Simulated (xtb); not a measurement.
C₂HF₃O₂, charge +3, doublet, at the geometry of the source list (a state made from the parent by changing its charge; the spin is typed, not shown lowest); GFN2-xTB run with xtb.

Here is a job for xtb.
```
$ xtb mol.xyz --gfn 2 --chrg 3 --uhf 1 --json

# file mol.xyz
8

O      1.24100000    -0.78730000     0.34200000
C      0.60540000     0.29700000    -0.04900000
O      1.08720000     1.34450000    -0.34540000
C     -0.93040000     0.01890000    -0.07510000
F     -1.37440000    -0.33420000     1.13520000
F     -1.61140000     1.09280000    -0.46180000
F     -1.22270000    -0.97700000    -0.91730000
H      2.20530000    -0.65460000     0.37150000
```

It wrote (shortened):

```
   ID    Z sym.   atoms
    1    8 O      1, 3
    2    6 C      2, 4
    3    9 F      5-7
    4    1 H      8

           -------------------------------------------------
          |                Calculation Setup                |
           -------------------------------------------------

           -------------------------------------------------
          |                 G F N 2 - x T B                 |
           -------------------------------------------------

          ...................................................
          :                      SETUP                      :
          :.................................................:
          :  # basis functions                  29          :
          :  # atomic orbitals                  29          :
          :  # shells                           15          :
          :  # electrons                        39          :
          :  max. iterations                   250          :
          :  Hamiltonian                  GFN2-xTB          :
          :  restarted?                      false          :
          :  GBSA solvation                  false          :
          :  PC potential                    false          :
          :  electronic temp.          300.0000000     K    :
          :  accuracy                    1.0000000          :
          :  -> integral cutoff          0.2500000E+02      :
          :  -> integral neglect         0.1000000E-07      :
          :  -> SCF convergence          0.1000000E-05 Eh   :
          :  -> wf. convergence          0.1000000E-03 e    :
          :  Broyden damping             0.4000000          :
          :  net charge                          3          :
          :  unpaired electrons                  1          :
          ...................................................

 iter      E             dE          RMSdq      gap      omega  full diag
   1    -24.2866942 -0.242867E+02  0.660E+00    0.69       0.0  T
   2    -24.1019666  0.184728E+00  0.680E+00    0.22       1.0  T
   3    -24.2988748 -0.196908E+00  0.460E+00    0.97       1.0  T
   4    -24.4836416 -0.184767E+00  0.311E+00    0.95       1.0  T
   5    -24.3924250  0.912166E-01  0.370E+00    1.12       1.0  T
   6    -24.4298704 -0.374454E-01  0.313E+00    0.90       1.0  T
   7    -24.4460516 -0.161811E-01  0.269E+00    1.15       1.0  T
   8    -24.5149539 -0.689024E-01  0.160E+00    1.14       1.0  T
[...]
         :: total energy             -24.426997707359 Eh    ::
[...]
     6   9 F        0.790     0.293     7.207     3.171
     7   9 F        0.790     0.296     7.186     3.166
     8   1 H        0.804     0.583     0.256     0.795

 Mol. C6AA /au·bohr⁶  :        564.343943
 Mol. C8AA /au·bohr⁸  :      12298.714522
 Mol. α(0) /au        :         33.265533

Wiberg/Mayer (AO) data.
largest (>0.10) Wiberg bond orders for each atom

 ---------------------------------------------------------------------------
     #   Z sym  total        # sym  WBO       # sym  WBO       # sym  WBO
 ---------------------------------------------------------------------------
     1   8 O    2.265 --     2 C    1.345     8 H    0.626     3 O    0.166
     2   6 C    3.947 --     3 O    2.007     1 O    1.345     4 C    0.569
     3   8 O    2.706 --     2 C    2.007     7 F    0.176     5 F    0.176
                             1 O    0.166     6 F    0.151
     4   6 C    3.905 --     7 F    1.101     5 F    1.101     6 F    1.101
                             2 C    0.569
     5   9 F    1.583 --     4 C    1.101     3 O    0.176     6 F    0.125
                             7 F    0.118
     6   9 F    1.531 --     4 C    1.101     3 O    0.151     7 F    0.125
                             5 F    0.125
     7   9 F    1.583 --     4 C    1.101     3 O    0.176     6 F    0.125
                             5 F    0.118
     8   1 H    0.660 --     1 O    0.626
 ---------------------------------------------------------------------------

Topologies differ in total number of bonds
Writing topology from bond orders to xtbtopo.mol

molecular dipole:
                 x           y           z       tot (Debye)
 q only:        0.865       0.269      -0.021
   full:        1.048       0.326      -0.025       2.791
molecular quadrupole (traceless):
                xx          xy          yy          xz          yz          zz
 q only:       16.484      -1.724      -5.634       2.641      -2.051     -10.850
  q+dip:       18.298      -1.180      -7.360       2.597      -1.427     -10.938
   full:       18.442      -1.522      -8.203       2.652      -0.914     -10.239

           -------------------------------------------------
          | TOTAL ENERGY              -24.426997707359 Eh   |
          | GRADIENT NORM               0.250922499747 Eh/α |
          | HOMO-LUMO GAP               1.238609831237 eV   |
           -------------------------------------------------

normal termination of xtb
```
